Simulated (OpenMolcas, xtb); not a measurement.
CH7BGe (SMILES C[BH][GeH3]): the HOMO–LUMO gap, rung by rung

The species is CH7BGe (10 atoms), meant as a singlet with charge 0. As SMILES, `C[BH][GeH3]`. The shape is that of a PBE0-D4/def2-TZVP optimisation.

```xyz
10

C    -1.2113    0.8480   -0.5797
B    -0.0139   -0.1230   -0.7197
Ge    1.1113   -0.7846    0.8816
H    -1.9726    0.7485   -1.3570
H    -0.7473    1.8373   -0.7496
H    -1.6771    0.8987    0.4058
H     0.3260   -0.4817   -1.8130
H     0.9184   -2.3074    1.0483
H     0.7292   -0.1289    2.2240
H     2.6205   -0.5583    0.6621
```

Quantity: the HOMO–LUMO gap, in eV. The values are calculated.

```json
{"level": "GFN0-xTB", "kind": "semi-empirical", "program": "xtb", "value (eV)": "3.93", "CPU time": "under 2 s"}
{"level": "GFN1-xTB", "kind": "semi-empirical", "program": "xtb", "value (eV)": "2.94", "CPU time": "under 2 s"}
{"level": "HF/def2-SVP", "kind": "Hartree–Fock", "program": "OpenMolcas", "value (eV)": "12.60", "CPU time": "15 s"}
{"level": "SVWN5/def2-SVP", "kind": "LDA", "program": "OpenMolcas", "value (eV)": "3.78", "CPU time": "37 s"}
{"level": "PBE/def2-SVP", "kind": "GGA", "program": "OpenMolcas", "value (eV)": "3.94", "CPU time": "46 s"}
{"level": "M06-L/def2-SVP", "kind": "meta-GGA", "program": "OpenMolcas", "value (eV)": "4.78", "CPU time": "65 s"}
{"level": "B3LYP/def2-SVP", "kind": "global hybrid", "program": "OpenMolcas", "value (eV)": "5.73", "CPU time": "47 s"}
{"level": "B2PLYP/def2-SVP", "kind": "double hybrid", "program": "OpenMolcas", "value (eV)": "8.58", "CPU time": "33 s"}
```

All-electron rows without a relativistic Hamiltonian named are non-relativistic. The values span 2.94 to 12.60 eV. Orbital gaps aren't excitation energies, and those of double hybrids come from the SCF part alone; they tend to grow with the share of exact exchange. Times are those of the runs behind each value, whatever else they computed, on shared processors of several kinds: orders of magnitude only.
